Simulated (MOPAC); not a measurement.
Input file for MOPAC: PM6 on FH3SSi (SMILES F[SiH2]S), a point of a torsion scan.

```
PM6 1SCF PRECISE CHARGE=0 THREADS=1
FH3SSi

F     -1.27801578 1     1.26554106 1    -0.29924633 1
Si    -0.53396360 1    -0.10062216 1     0.06529420 1
S      1.46894585 1     0.46810444 1     0.55700614 1
H     -1.21089784 1    -0.63444747 1     1.22848792 1
H     -0.55267443 1    -0.90701742 1    -1.13720679 1
H      1.90039171 1    -0.75758358 1     0.81833249 1
```

The log:

```
*******************************************************************************
 **                                                                           **
 **                              MOPAC v23.2.5                                **
 **                                                                           **
 *******************************************************************************
 ** MOPAC's Digital Object Identifier: https://doi.org/10.5281/zenodo.6511958 **
 **                                                                           **
 ** Please cite the open-source release paper for use of this MOPAC version:  **
 ** J. E. Moussa and J. J. P. Stewart (2026)                                  **
 ** MOPAC: An open-source semiempirical molecular orbital program             **
 ** J. Open Source Softw., 11(119), 8025, https://doi.org/10.21105/joss.08025 **
 *******************************************************************************

                              PM6 CALCULATION RESULTS

 *******************************************************************************
 *  PM6        - The PM6 Hamiltonian to be used
 *
 *
 *
 *                 CHARGE ON SYSTEM = 0
 *
 *
 *
 *  PRECISE    - TIGHTER CRITERIA TO BE USED
 *  1SCF       - DO 1 SCF AND THEN STOP
 *  THREADS=1  - MULTI-THREADING NOT USED
 *  T=         - A TIME OF 172800.0 SECONDS REQUESTED
 *  DUMP=N     - RESTART FILE WRITTEN EVERY 7200.0 SECONDS REQUESTED
 *******************************************************************************
PM6 1SCF PRECISE CHARGE=0 THREADS=1
 FH3SSi

   ATOM   CHEMICAL          X               Y               Z
  NUMBER   SYMBOL      (ANGSTROMS)     (ANGSTROMS)     (ANGSTROMS)

     1       F         -1.27801578  *   1.26554106  *  -0.29924633  *
     2      Si         -0.53396360  *  -0.10062216  *   0.06529420  *
     3       S          1.46894585  *   0.46810444  *   0.55700614  *
     4       H         -1.21089784  *  -0.63444747  *   1.22848792  *
     5       H         -0.55267443  *  -0.90701742  *  -1.13720679  *
     6       H          1.90039171  *  -0.75758358  *   0.81833249  *



          CARTESIAN COORDINATES

    NO.       ATOM           X           Y           Z

     1         F         -1.2780      1.2655     -0.2992
     2        Si         -0.5340     -0.1006      0.0653
     3         S          1.4689      0.4681      0.5570
     4         H         -1.2109     -0.6344      1.2285
     5         H         -0.5527     -0.9070     -1.1372
     6         H          1.9004     -0.7576      0.8183

 General Reference for PM6:
 "Optimization of Parameters for Semiempirical Methods V: Modification of NDDO Approximations
 and Application to 70 Elements", J. J. P. Stewart, J. Mol. Mod., 13, 1173-1213 (2007)
 URL: https://link.springer.com/article/10.1007/s00894-007-0233-4

           Empirical Formula: H3 F Si S  =     6 atoms



      MOLECULAR POINT GROUP   :   Cs


      RHF CALCULATION, NO. OF DOUBLY OCCUPIED LEVELS = 10


 -------------------------------------------------------------------------------
 PM6 1SCF PRECISE CHARGE=0 THREADS=1
 FH3SSi



     1SCF WAS SPECIFIED, SO BFGS WAS NOT USED
     SCF FIELD WAS ACHIEVED


                              PM6 CALCULATION
                                                       MOPAC v23.2.5 Linux




          FINAL HEAT OF FORMATION =       -103.22033 KCAL/MOL =    -431.87386 KJ/MOL


          COSMO AREA              =        107.08 SQUARE ANGSTROMS
          COSMO VOLUME            =         95.59 CUBIC ANGSTROMS

          IONIZATION POTENTIAL    =          9.470038 EV
          HOMO LUMO ENERGIES (EV) =         -9.470 -0.379
          NO. OF FILLED LEVELS    =         10
          MOLECULAR WEIGHT        =         82.1676         POINT GROUP:  Cs

          MOLECULAR DIMENSIONS (Angstroms)

            Atom       Atom       Distance
            H     6    F     1     3.92992
            S     3    H     4     2.61978
            H     5    H     4     2.17872


          SCF CALCULATIONS        =          1





   ATOM   CHEMICAL          X               Y               Z
  NUMBER   SYMBOL      (ANGSTROMS)     (ANGSTROMS)     (ANGSTROMS)

     1       F         -1.27801578  *   1.26554106  *  -0.29924633  *
     2      Si         -0.53396360  *  -0.10062216  *   0.06529420  *
     3       S          1.46894585  *   0.46810444  *   0.55700614  *
     4       H         -1.21089784  *  -0.63444747  *   1.22848792  *
     5       H         -0.55267443  *  -0.90701742  *  -1.13720679  *
     6       H          1.90039171  *  -0.75758358  *   0.81833249  *

                             CARTESIAN COORDINATES

   1    F       -1.278015780     1.265541060    -0.299246330
   2   Si       -0.533963600    -0.100622160     0.065294200
   3    S        1.468945850     0.468104440     0.557006140
   4    H       -1.210897840    -0.634447470     1.228487920
   5    H       -0.552674430    -0.907017420    -1.137206790
   6    H        1.900391710    -0.757583580     0.818332490


           Empirical Formula: H3 F Si S  =     6 atoms



      MOLECULAR POINT GROUP   :   Cs


                  EIGENVALUES
 -40.51886 -30.26851 -18.15773 -15.83568 -15.79456 -14.65628 -13.47938 -11.95691
 -10.17445  -9.47004  -0.37938  -0.04897   0.34279   0.46973   0.49764   1.22835
   1.24176   1.95045   2.01003   2.10913   2.11137   3.09848   3.67314   4.38645
   4.48156


              NET ATOMIC CHARGES AND DIPOLE CONTRIBUTIONS

  ATOM NO.   TYPE          CHARGE      No. of ELECS.   s-Pop       p-Pop       d-Pop
    1          F          -0.334000        7.3340     1.93083     5.40317
    2         Si           0.608882        3.3911     1.12227     1.30972     0.95913
    3          S          -0.457677        6.4577     1.90844     4.43094     0.11829
    4          H          -0.008248        1.0082     1.00825
    5          H          -0.008236        1.0082     1.00824
    6          H           0.199278        0.8007     0.80072
 DIPOLE           X         Y         Z       TOTAL
 POINT-CHG.    -0.852    -4.018     0.226     4.113
 HYBRID         0.594     1.476    -0.005     1.591
 SUM           -0.258    -2.542     0.222     2.565


          ATOMIC ORBITAL ELECTRON POPULATIONS

     Atom    s        px        py        pz      x^2-y^2     xz        z^2       yz        xy
    1  F   1.93083   1.82023   1.71266   1.87029
    2 Si   1.12227   0.36434   0.29646   0.64892   0.18589   0.17267   0.14489   0.29730   0.15837
    3  S   1.90844   1.40296   1.21151   1.81647   0.04801   0.00968   0.02285   0.01307   0.02469
    4  H   1.00825
    5  H   1.00824
    6  H   0.80072

 **********************
 *                    *
 * JOB ENDED NORMALLY *
 *                    *
 **********************




 == MOPAC DONE ==
```

The run finished.

Cost: very roughly 0.04 core-seconds.
